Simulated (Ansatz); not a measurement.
Geometry optimisation, Ansatz 0.2.0, RKS PBE/def2-SVP.

Input file:

```yaml
crystal:
  periodic: [false, false, false]
  atoms:
    - { symbol: Hf, position_ang: [0.005384, -0.256371, 0.005951] }
    - { symbol: Cl, position_ang: [0.334949, -0.296906, 2.470151] }
    - { symbol: O, position_ang: [1.759551, -0.126952, -0.720224] }
    - { symbol: H, position_ang: [2.65612, -0.131682, -1.080062] }
    - { symbol: O, position_ang: [-0.970646, 1.29212, -0.580988] }
    - { symbol: H, position_ang: [-1.140325, 2.114385, -1.060814] }
    - { symbol: Cl, position_ang: [-0.90316, -2.243082, -0.943581] }
    - { symbol: "N", position_ang: [-3.029647, -0.489133, 1.535281] }
    - { symbol: H, position_ang: [-2.995866, -1.331065, 0.944756] }
    - { symbol: H, position_ang: [-2.993343, 0.348952, 0.93995] }
    - { symbol: H, position_ang: [-2.214217, -0.485466, 2.183781] }
basis:
  gaussian: { orbitals: def2-SVP }
hamiltonian:
  xc: pbe
relax:
  f_tol: 0.03
  max_steps: 50
output:
  orbitals: {}
```

Run as:

```bash
$ ansatz run input.yaml --threads 4 --pin off --max-ram 5120MiB --backend cpu --events-out ev --progress --plain --runs-dir out
```

**Question.** Where does it end, and by what steps?

**Answer.** The forces met the threshold. After 14 steps the energy has fallen by 0.883 eV; N8 moved furthest, 0.68 Å. Joined: Hf1–N8 (3.41 → 2.45 Å).

```tsv
step	energy less start (eV)	largest force component (eV/Å)	accepted
0	0.0000	1.024	yes
1	-0.0342	0.842	yes
2	-0.0641	0.543	yes
3	-0.0766	0.399	yes
4	-0.0967	0.530	yes
5	-0.1507	0.682	yes
6	-0.3317	1.147	yes
7	-0.3934	2.075	yes
8	-0.7906	0.596	yes
9	-0.7847	0.639	no
10	-0.8567	0.148	yes
11	-0.8771	0.131	yes
12	-0.8820	0.133	yes
13	-0.8825	0.032	yes
14	-0.8828	0.015	yes
```

```xyz
11
Properties=species:S:1:pos:R:3
Hf -0.231 -0.276 0.157
Cl 0.466 -0.238 2.470
O 1.486 -0.064 -0.688
H 2.376 -0.068 -1.061
O -1.130 1.351 -0.488
H -0.751 2.033 -1.069
Cl -0.923 -2.344 -0.883
N -2.438 -0.487 1.200
H -2.940 -1.333 0.897
H -3.011 0.325 0.930
H -2.395 -0.503 2.229
```

Whether the end is a true minimum wasn't checked by a vibrational analysis.

Run time: 36 s on 4 threads of Intel(R) Xeon(R) Platinum 8259CL CPU @ 2.50GHz (Skylake/Cascade Lake), on a shared host, peak memory 0.23 GiB.
